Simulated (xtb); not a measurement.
Ti(Br)(OH)3 (BrH3O3Ti), SMILES [OH][Ti]([OH])([Br])[OH], multiplicity 1. All values are semi-empirical tight-binding results from xtb (GFN2-xTB unless named), good for trends rather than for accurate numbers. The structure is a stationary point at GFN2-xTB. The multiplicity is an assumed one; no other spin state was optimised. The structure was generated by enumeration; whether it is a known compound was not checked. The values are those of a single conformer.

Optimised geometry:

Bonds (Å): Ti1–Br2 2.344, Ti1–O3 1.698, Ti1–O5 1.699, Ti1–O7 1.698, O3–H4 0.958, O5–H6 0.958, O7–H8 0.958. Angles (°): Br2–Ti1–O3 104.5, Br2–Ti1–O5 104.6, Br2–Ti1–O7 104.6, O3–Ti1–O5 113.9, O3–Ti1–O7 114.0, O5–Ti1–O7 113.8, Ti1–O3–H4 162.9, Ti1–O5–H6 161.9, Ti1–O7–H8 162.5.
Charge 0, spin multiplicity 1.

For metal compounds this method's bond lengths and energies can be far off.

```json
{
  "point_group_as_xtb_finds_it": "C3v",
  "orbital_gap": "3.95 eV",
  "zero_point_energy": "22.5 kcal/mol",
  "G − E(el) at 298.15 K (modified RRHO)": "1.4 kcal/mol"
}
```

Computed atomic charges and the Wiberg bond orders between heavy atoms:
charges (e) Ti1 1.12, Br2 -0.24, O3 -0.61, H4 0.32, O5 -0.61, H6 0.32, O7 -0.61, H8 0.32. Bond orders Ti1–Br2 1.08, Ti1–O3 1.09, Ti1–O5 1.09, Ti1–O7 1.09.
